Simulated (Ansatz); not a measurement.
The first iterations of a band of C₂H₃BOS (8 atoms, charge 0, multiplicity 1).

Method: RKS PBE0-D4/def2-SVP (Ansatz).

```yaml
movable_images: 5
climbing_image: yes
spring: 5.0 eV/Å²
optimiser: quadratic models (default)
start_path: through a guess of the saddle point
force_threshold: 0.03 eV/Å
iteration_limit: 58
end_points: relaxed
```

Image 0:

```xyz
8
Properties=species:S:1:pos:R:3
C -0.163 1.543 1.372
C 0.542 0.668 0.907
S 1.494 -0.559 0.235
B 0.283 -1.204 -0.992
O -0.941 -0.692 -1.133
H -0.764 2.323 1.803
H 0.662 -2.125 -1.668
H -1.112 0.046 -0.524
```

Image 6:

```xyz
8
Properties=species:S:1:pos:R:3
C 0.038 1.723 1.646
C 0.590 0.811 1.066
S 1.437 -0.446 0.312
B 0.242 -1.084 -0.899
O -0.983 -0.549 -1.020
H -0.457 2.529 2.154
H 0.650 -2.008 -1.563
H -1.518 -0.976 -1.696
```

| iteration | highest image above the first end (eV) | largest band force component (eV/Å) |
| --- | --- | --- |
| 1 | 1.968 | 18.766 |
| 2 | 0.621 | 0.635 |
| 3 | 0.636 | 0.872 |

**Question.** Does the band converge within its limit, and where does its top end?

**Answer.** It converged. It ended after 9 iterations with the highest image 0.592 eV above the first end. A vibrational analysis at the climbing image gives one clearly imaginary mode, 694i cm⁻¹: a first-order saddle point.

Run time: 2.3 min on 1 thread of Arm Neoverse V2, on a shared host, peak memory 0.17 GiB.
